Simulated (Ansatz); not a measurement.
Ansatz (a program for electronic structure) input (CCSD(T)/cc-pwCVTZ):
A basis named .json is the Basis Set Exchange file of that set.

Ansatz 0.2 input:
```yaml
crystal:
  periodic: [false, false, false]
  atoms:
    - {symbol: C, position_ang: [-2.26223709, -0.10724821, -0.05405423]}
    - {symbol: C, position_ang: [-0.77427014, -0.15619781, 0.09161600]}
    - {symbol: C, position_ang: [-0.02846144, -0.97415679, 0.89580600]}
    - {symbol: C, position_ang: [1.38504663, -0.75285681, 0.78739689]}
    - {symbol: C, position_ang: [1.82344582, 0.23121678, -0.08984316]}
    - {symbol: S, position_ang: [0.34607524, 0.86923333, -0.77764906]}
    - {symbol: H, position_ang: [-2.67690430, 0.87302419, 0.21154013]}
    - {symbol: H, position_ang: [-2.73589117, -0.84876885, 0.59727969]}
    - {symbol: H, position_ang: [-2.58962956, -0.31703641, -1.07983506]}
    - {symbol: H, position_ang: [-0.48139608, -1.71704952, 1.54980464]}
    - {symbol: H, position_ang: [2.08547466, -1.34244566, 1.37806655]}
basis:
  gaussian:
    orbitals: cc-pwCVTZ.json
total_charge: -1
magnetization: {spin_polarized: false}
correlation: {method: ccsd_t, electrons: outside_noble_gas}
```

Output:

```
Functional definition: HF
integrals: 3.97 GiB planned
2026 factors; integrals over basis functions are off by at most 1.0e-3 eV
mean field: 2.11 GiB planned
mean field evaluation 1: about -16044.5082 eV, gradient 3.3e1 eV
mean field evaluation 2: about -16045.2344 eV, gradient 3.4e1 eV
mean field evaluation 4: about -16048.9148 eV, gradient 6.6e0 eV
mean field evaluation 8: about -16049.0911 eV, gradient 6.8e-1 eV
mean field evaluation 16: about -16049.0951 eV, gradient 2.1e-6 eV
mean field -16049.09505410 eV, -589.7933647709 hartree, gradient 2.7e-6 eV, S^2 0.000000; 0 other end points of the search recorded, 0 dependent functions left out
10 core orbitals not correlated
reference -16049.09505410 eV, -589.7933647709 hartree; 16, 16 occupied and 318, 318 virtual orbitals, 2026 factors
second order -27.56782345 eV of doubles, -0.00000000 eV of singles
coupled cluster: 4.81 GiB planned
cycle   1  -27.25704583 eV  change    3.1e-1 eV  update   1.4e-1
cycle   2  -28.06694449 eV  change   -8.1e-1 eV  update   4.4e-2
cycle   3  -28.24268485 eV  change   -1.8e-1 eV  update   2.2e-2
cycle   4  -28.22992031 eV  change    1.3e-2 eV  update   6.5e-3
cycle   5  -28.22776471 eV  change    2.2e-3 eV  update   3.7e-3
cycle   6  -28.22890351 eV  change   -1.1e-3 eV  update   1.4e-3
cycle   7  -28.22807523 eV  change    8.3e-4 eV  update   5.5e-4
cycle   8  -28.22792691 eV  change    1.5e-4 eV  update   2.2e-4
cycle   9  -28.22803509 eV  change   -1.1e-4 eV  update   7.3e-5
cycle  10  -28.22805375 eV  change   -1.9e-5 eV  update   3.0e-5
perturbative correction -1.60435648 eV, -0.0589590132 hartree
Total energy: -16078.92746434 eV, -590.8896856260 hartree
```

It need not be the lowest isomer of its formula. Whether it binds its extra electron was not tested at this geometry.
